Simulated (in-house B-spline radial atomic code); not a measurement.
Configurations of I⁶⁺, with energies counted from [Kr] 4d10 5s1. All numbers are computed (scalar-relativistic (X2C) TPSS, spin-polarised, spherical fractional occupations; Fermi nucleus of rms radius 4.75 fm) with a B-spline radial code for spherical atoms, not measured. Shells without spins written out take the highest spin.

Occupations are held fixed; configurations that lie above the ionisation limit could autoionise.

| configuration | E - E(ref) (eV) | highest orbital | its <r> (bohr) |
| --- | --- | --- | --- |
| [Kr] 4d10 5p1 | 14.311 | 5p up | 1.889 |
| [Kr] 4d(4 up, 5 down) 4f(1 up, 0 down) 5s(1 up, 0 down) | 76.538 | 4f up | 1.409 |
| [Kr] 4d(5 up, 4 down) 5s(1 up, 0 down) 5f(1 up, 0 down) | 99.079 | 5f up | 3.155 |
| [Kr] 4d9 5s1 6d1 | 101.28 | 6d up | 3.993 |
| [Ar] 3d10 4s2 4p5 4d10 5s1 5p1 | 137.08 | 5p up | 1.838 |
| [Ar] 3d10 4s2 4p(3 up, 2 down) 4d10 5s(1 up, 0 down) 5p(0 up, 1 down) | 138.85 | 5p down | 1.851 |
| [Ar] 3d9 4s2 4p6 4d10 5s1 5p1 | 629.7 | 5p up | 1.826 |

Q: Order these further configurations by energy, lowest first.
A. [Ar] 3d9 4s2 4p6 4d10 5s1 6d1
B. [Kr] 4d10 5f1
C. [Kr] 4d10 4f1
D. [Ar] 3d10 4s2 4p(3 up, 2 down) 4d10 5s2
E. [Ar] 3d9 4s2 4p6 4d10 5s1 6p1

A: C (33.754 eV), B (53.384 eV), D (124.06 eV), E (665.13 eV), A (673.81 eV).

Q: How far above the reference does [Ar] 3d9 4s2 4p6 4d10 5s1 5d1 lie?

A: 650.89 eV; its least bound orbital is 5d up with <r> = 2.213 bohr.

Q: How far above the reference does [Kr] 4d9 5s2 lie?

A: 44.756 eV; its least bound orbital is 5s down with <r> = 1.672 bohr.
